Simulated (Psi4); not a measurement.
thienothiophene (C$_{6}$H$_{4}$S$_{2}$), singlet, at a GFN2-xTB geometry. Base run: R2SCAN/STO-3G run with Psi4 1.11.

Geometry (Å):
```xyz
12

C      2.2200    -0.0780     0.4494
C      1.6348     0.0979    -0.7618
C      0.2289     0.0908    -0.6494
S     -1.0911     0.2559    -1.7518
C     -2.2200     0.0780    -0.4494
C     -1.6348    -0.0979     0.7618
C     -0.2289    -0.0908     0.6494
S      1.0911    -0.2559     1.7518
H      3.2675    -0.1165     0.6739
H      2.1715     0.2254    -1.6835
H     -3.2675     0.1165    -0.6739
H     -2.1715    -0.2254     1.6835
```
Charge 0, spin multiplicity 1.
All else is at Psi4's defaults (density fitting).

The base run was repeated with changes; each row names its change, and settings that it needs were set with it.

```tsv
change	E (Eh)	core-seconds (rough)	outcome
base	-1015.67950	20	converged
functional = x3lyp	-1015.58797	9	converged
functional = b3lyp	-1015.79224	10	converged
functional = m06-2x	-1015.83847	20	converged
functional = pbe0	-1015.31408	10	converged
functional = scan	-1015.80520	20	converged
functional = pbe	-1015.16494	10	converged
functional = wb97m-v	-	-	cut at the time limit
functional = mn15	-1012.42209	20	converged
functional = b97m-v	-1015.78648	200	converged
functional = revpbe	-1015.62856	10	converged
functional = m11	-1014.76195	20	converged
functional = blyp	-1015.59365	10	converged
```

Absolute energies of different levels of theory aren't comparable as measures of quality.
